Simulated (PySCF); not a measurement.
# Electron correlation in Co²⁺ (cobalt, charge +2)

[Ar] 3d7, high-spin 4F determinant. All numbers are calculated (PySCF 2.14, the non-relativistic Hamiltonian (point nucleus), in def2-TZVPPD). Frozen: [Ar]; 7 electrons correlated.

```
  level  correlation energy (mhartree)
   CCSD                        -176.86
    (T)                          -3.09
CCSD(T)                        -179.95
```

Diagnostics: T1 = 0.0062, D1 = 0.0094, largest double amplitude 0.020.

Cost of the coupled-cluster step: of the order of 5 core-seconds, for 7 correlated electrons.
